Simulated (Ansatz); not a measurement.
C4H2F4 can be A, `F/C=C(/F)C=C(F)F`, or B, `FC1=C(F)C(F)(F)C1`.

Computed with Ansatz on PBE0-D4/def2-TZVP structures; ΔE is electronic, products minus reactants. CCSD(T)/CBS is the MP2 limit (def2-TZVPP, def2-QZVPP) plus CCSD(T) − MP2 in def2-TZVPP, frozen cores. DFT in def2-TZVPP. One conformer a species, not always the lowest.

A:

Z-matrix (Å, degrees):
```
C
C 1 1.331
F 1 1.335 2 120.6
H 1 1.081 2 124.4 3 180.0
C 2 1.438 1 125.4 3 0.0
F 2 1.339 1 117.2 3 -180.0
C 5 1.326 2 126.2 1 -180.0
H 5 1.081 2 117.1 1 0.0
F 7 1.311 5 123.0 2 -180.0
F 7 1.305 5 126.8 2 0.0
```

B:

Z-matrix (Å, degrees):
```
C
C 1 1.551
F 1 1.350 2 114.9
F 1 1.350 2 114.9 3 124.0
C 1 1.495 2 87.7 3 -118.0
C 2 1.502 1 83.8 3 118.0
H 2 1.091 1 113.6 3 2.3
H 2 1.091 1 113.6 3 -126.3
F 5 1.310 1 131.5 2 180.0
F 6 1.308 2 129.3 1 180.0
```

**Question.** Which isomer does CCSD(T)/CBS put lower? Give the gap. (Best estimate.)

**Answer.** Computed: B, by 0.2 kcal/mol. So small a gap doesn't settle the order.

**Question.** Give E(B) − E(A) in kcal/mol with BLYP-D4, CCSD(T)/def2-TZVPP, ωB97M-V, r2SCAN-D4, MP2/def2-TZVPP, CCSD(T)/def2-SVP, PBE-D4. (Best estimate.)

**Answer.** The calculation gave: BLYP-D4 8.4, CCSD(T)/def2-TZVPP 0.4, ωB97M-V 0.0, r2SCAN-D4 3.4, MP2/def2-TZVPP -1.1, CCSD(T)/def2-SVP 3.1, PBE-D4 2.2. The order is the other way round with BLYP-D4, CCSD(T)/def2-TZVPP, r2SCAN-D4, CCSD(T)/def2-SVP, PBE-D4.

**Question.** Does the order hold for the free energy at 298.15 K (harmonic terms from PBE0-D4)? (Estimate.)

**Answer.** Ansatz gave: No: G(B) − G(A) = +1.6 kcal/mol, for one conformer each. Modes under 60 cm⁻¹, often nearly free rotors, make the harmonic entropy too high.

Largest T1 diagnostic: 0.013.

In def2-TZVPP, CCSD(T) changes the Hartree–Fock value by −1.8 kcal/mol (the triples alone add +0.4 kcal/mol) and MP2 by −3.3 kcal/mol. From PBE to PBE0 (25 % exact exchange), in def2-TZVPP and without D4, E(B) − E(A) moves by −3.0 kcal/mol.
